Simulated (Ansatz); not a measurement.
Born–Oppenheimer molecular dynamics of a periodic cell of 17 atoms, CuSi16 (host Si, host structure diamond, interstitial Cu). It goes on from the last frame of an earlier run, with new velocities.

Level of theory: DFT LDA, scalar-relativistic, plane waves, PAW (Ansatz). Settings: accuracy low, PAW set soft_1, cutoff 420 eV, k mesh 2x2x2, fermi-dirac smearing 0.02 eV, spin collinear.

| Item | Value |
| --- | --- |
| ensemble | NVT, Langevin thermostat |
| time step | 2 fs |
| steps asked | 290 |
| set temperature | 2100 K |
| friction | 0.005 /fs |
| seed | 197408 |

Frames 10 fs apart, positions in Å.

Velocities at 220 fs (Å/ps):

```
Si 4.48 8.69 8.97
Si -3.97 4.28 1.59
Si -4.44 -5.22 -1.81
Si -7.35 -6.39 2.41
Si 9.68 -0.35 -1.20
Si -6.93 -1.47 -9.88
Si 2.39 -2.31 -1.48
Si -7.58 4.61 8.30
Si 13.04 -2.12 6.92
Si 13.45 -7.89 2.71
Si 9.74 -1.49 4.13
Si 2.45 -0.24 -2.69
Si 4.14 -5.35 6.12
Si 0.53 -4.20 1.04
Si 3.15 -6.71 -1.49
Si -19.79 11.23 8.71
Cu -8.35 -3.62 8.86
```

```xyz
17
Lattice="0.0000 5.4300 5.4300 5.4300 0.0000 5.4300 5.4300 5.4300 0.0000" Properties=species:S:1:pos:R:3 time_fs=220 energy_less_start_eV=2.917 T=1646
Si -0.111 -0.428 0.252
Si 0.864 1.532 0.823
Si 2.259 2.943 -0.581
Si 3.755 3.440 1.373
Si 2.275 0.637 2.599
Si 3.892 1.399 4.323
Si 6.197 3.520 2.076
Si 6.272 4.706 3.906
Si -0.284 2.192 2.792
Si 0.884 3.554 4.445
Si 3.039 4.417 3.624
Si 4.172 6.917 4.627
Si 2.382 2.191 5.666
Si 3.529 3.684 7.477
Si 5.262 5.526 6.020
Si 6.824 6.750 7.819
Cu 4.355 3.395 5.426
17
Lattice="0.0000 5.4300 5.4300 5.4300 0.0000 5.4300 5.4300 5.4300 0.0000" Properties=species:S:1:pos:R:3 time_fs=230 energy_less_start_eV=2.811 T=1531
Si -0.103 -0.338 0.342
Si 0.821 1.582 0.834
Si 2.231 2.891 -0.608
Si 3.708 3.382 1.393
Si 2.390 0.635 2.601
Si 3.831 1.385 4.204
Si 6.198 3.512 2.034
Si 6.225 4.789 4.013
Si -0.137 2.205 2.865
Si 1.031 3.470 4.454
Si 3.128 4.424 3.643
Si 4.164 6.920 4.614
Si 2.381 2.168 5.763
Si 3.545 3.663 7.495
Si 5.318 5.461 6.006
Si 6.649 6.843 7.907
Cu 4.267 3.362 5.497
17
Lattice="0.0000 5.4300 5.4300 5.4300 0.0000 5.4300 5.4300 5.4300 0.0000" Properties=species:S:1:pos:R:3 time_fs=240 energy_less_start_eV=3.349 T=1204
Si -0.134 -0.321 0.383
Si 0.834 1.650 0.836
Si 2.202 2.829 -0.606
Si 3.661 3.356 1.439
Si 2.467 0.610 2.592
Si 3.788 1.347 4.108
Si 6.170 3.558 1.985
Si 6.188 4.876 4.086
Si 0.040 2.226 2.911
Si 1.178 3.407 4.440
Si 3.204 4.391 3.624
Si 4.107 6.917 4.619
Si 2.354 2.181 5.910
Si 3.544 3.650 7.504
Si 5.366 5.411 6.034
Si 6.494 6.867 7.997
Cu 4.200 3.351 5.537
17
Lattice="0.0000 5.4300 5.4300 5.4300 0.0000 5.4300 5.4300 5.4300 0.0000" Properties=species:S:1:pos:R:3 time_fs=250 energy_less_start_eV=3.322 T=1539
Si -0.141 -0.376 0.378
Si 0.911 1.700 0.839
Si 2.175 2.792 -0.597
Si 3.597 3.365 1.507
Si 2.482 0.554 2.516
Si 3.829 1.304 4.084
Si 6.110 3.645 1.980
Si 6.216 4.937 4.093
Si 0.203 2.224 2.940
Si 1.333 3.400 4.432
Si 3.292 4.380 3.596
Si 4.064 6.862 4.622
Si 2.333 2.181 6.096
Si 3.554 3.653 7.550
Si 5.388 5.381 6.065
Si 6.333 6.860 8.059
Cu 4.147 3.345 5.536
17
Lattice="0.0000 5.4300 5.4300 5.4300 0.0000 5.4300 5.4300 5.4300 0.0000" Properties=species:S:1:pos:R:3 time_fs=260 energy_less_start_eV=2.823 T=1919
Si -0.130 -0.450 0.320
Si 1.004 1.687 0.900
Si 2.160 2.781 -0.614
Si 3.527 3.381 1.562
Si 2.467 0.475 2.405
Si 3.928 1.257 4.122
Si 6.007 3.772 1.974
Si 6.283 4.986 4.068
Si 0.314 2.195 2.982
Si 1.457 3.433 4.447
Si 3.402 4.382 3.585
Si 4.032 6.761 4.601
Si 2.290 2.135 6.269
Si 3.583 3.674 7.639
Si 5.349 5.403 6.153
Si 6.170 6.862 8.141
Cu 4.125 3.323 5.502
17
Lattice="0.0000 5.4300 5.4300 5.4300 0.0000 5.4300 5.4300 5.4300 0.0000" Properties=species:S:1:pos:R:3 time_fs=270 energy_less_start_eV=2.486 T=2212
Si -0.154 -0.494 0.210
Si 1.069 1.586 0.981
Si 2.151 2.802 -0.658
Si 3.478 3.381 1.559
Si 2.469 0.371 2.325
Si 4.044 1.193 4.170
Si 5.907 3.902 2.010
Si 6.380 5.051 4.024
Si 0.365 2.146 3.042
Si 1.574 3.501 4.498
Si 3.504 4.436 3.609
Si 4.018 6.642 4.546
Si 2.267 2.095 6.452
Si 3.585 3.723 7.779
Si 5.272 5.403 6.288
Si 5.990 6.879 8.239
Cu 4.118 3.290 5.465
17
Lattice="0.0000 5.4300 5.4300 5.4300 0.0000 5.4300 5.4300 5.4300 0.0000" Properties=species:S:1:pos:R:3 time_fs=280 energy_less_start_eV=2.922 T=1832
Si -0.223 -0.465 0.048
Si 1.088 1.451 1.044
Si 2.137 2.827 -0.713
Si 3.449 3.368 1.499
Si 2.513 0.272 2.308
Si 4.107 1.092 4.219
Si 5.857 3.981 2.109
Si 6.482 5.091 4.030
Si 0.379 2.116 3.121
Si 1.662 3.551 4.558
Si 3.597 4.500 3.653
Si 4.030 6.525 4.497
Si 2.229 2.064 6.622
Si 3.628 3.759 7.916
Si 5.166 5.383 6.390
Si 5.822 6.906 8.340
Cu 4.114 3.253 5.418
17
Lattice="0.0000 5.4300 5.4300 5.4300 0.0000 5.4300 5.4300 5.4300 0.0000" Properties=species:S:1:pos:R:3 time_fs=290 energy_less_start_eV=3.549 T=1320
Si -0.292 -0.459 -0.111
Si 1.072 1.318 1.074
Si 2.110 2.815 -0.765
Si 3.455 3.339 1.412
Si 2.630 0.222 2.326
Si 4.072 1.027 4.280
Si 5.782 4.000 2.199
Si 6.580 5.112 4.102
Si 0.376 2.114 3.178
Si 1.707 3.602 4.621
Si 3.664 4.563 3.630
Si 4.052 6.489 4.475
Si 2.170 2.084 6.733
Si 3.716 3.729 8.046
Si 5.053 5.367 6.474
Si 5.734 6.964 8.416
Cu 4.114 3.221 5.392
17
Lattice="0.0000 5.4300 5.4300 5.4300 0.0000 5.4300 5.4300 5.4300 0.0000" Properties=species:S:1:pos:R:3 time_fs=300 energy_less_start_eV=2.897 T=1618
Si -0.293 -0.539 -0.202
Si 1.025 1.195 1.064
Si 2.103 2.784 -0.795
Si 3.470 3.303 1.336
Si 2.744 0.206 2.383
Si 3.950 1.037 4.341
Si 5.725 3.994 2.263
Si 6.654 5.149 4.202
Si 0.362 2.129 3.249
Si 1.757 3.663 4.699
Si 3.736 4.554 3.525
Si 4.083 6.538 4.489
Si 2.116 2.145 6.812
Si 3.803 3.651 8.173
Si 4.920 5.360 6.532
Si 5.670 7.048 8.440
Cu 4.111 3.196 5.380
17
Lattice="0.0000 5.4300 5.4300 5.4300 0.0000 5.4300 5.4300 5.4300 0.0000" Properties=species:S:1:pos:R:3 time_fs=310 energy_less_start_eV=2.497 T=1728
Si -0.243 -0.685 -0.236
Si 0.960 1.127 1.061
Si 2.129 2.726 -0.831
Si 3.482 3.256 1.235
Si 2.827 0.205 2.466
Si 3.747 1.075 4.394
Si 5.715 3.955 2.283
Si 6.714 5.199 4.309
Si 0.369 2.144 3.344
Si 1.799 3.689 4.753
Si 3.785 4.479 3.417
Si 4.098 6.607 4.547
Si 2.049 2.260 6.861
Si 3.867 3.514 8.238
Si 4.798 5.353 6.553
Si 5.617 7.133 8.416
Cu 4.095 3.189 5.392
17
Lattice="0.0000 5.4300 5.4300 5.4300 0.0000 5.4300 5.4300 5.4300 0.0000" Properties=species:S:1:pos:R:3 time_fs=320 energy_less_start_eV=3.181 T=1337
Si -0.155 -0.827 -0.261
Si 0.885 1.082 1.040
Si 2.143 2.664 -0.902
Si 3.509 3.215 1.121
Si 2.891 0.208 2.527
Si 3.566 1.117 4.445
Si 5.745 3.911 2.268
Si 6.776 5.256 4.431
Si 0.405 2.167 3.422
Si 1.814 3.684 4.775
Si 3.794 4.423 3.338
Si 4.098 6.634 4.604
Si 1.977 2.397 6.869
Si 3.911 3.368 8.279
Si 4.682 5.321 6.537
Si 5.572 7.204 8.373
Cu 4.079 3.183 5.433
17
Lattice="0.0000 5.4300 5.4300 5.4300 0.0000 5.4300 5.4300 5.4300 0.0000" Properties=species:S:1:pos:R:3 time_fs=330 energy_less_start_eV=3.513 T=1056
Si -0.112 -0.887 -0.260
Si 0.821 1.069 1.036
Si 2.142 2.652 -0.983
Si 3.548 3.185 1.023
Si 2.880 0.232 2.530
Si 3.433 1.139 4.529
Si 5.805 3.945 2.218
Si 6.836 5.293 4.566
Si 0.462 2.210 3.460
Si 1.855 3.646 4.772
Si 3.758 4.437 3.299
Si 4.109 6.646 4.673
Si 1.929 2.553 6.864
Si 3.892 3.249 8.268
Si 4.598 5.270 6.503
Si 5.522 7.234 8.334
Cu 4.084 3.193 5.484
```

Of the whole run (580 fs, mean temperature of the second half 1549 K): The mean temperature of the second half is 26 % below the set value. A run of 0.58 ps of so small a system gives no equilibrium averages. Limits of this set-up: coarse k mesh, PAW files made for another functional, a small cell, in which the defect meets its images, low accuracy level.

Time of the run: 35 min on 2 threads of Arm Neoverse V2, with other jobs on the host, peak memory 0.7 GiB.
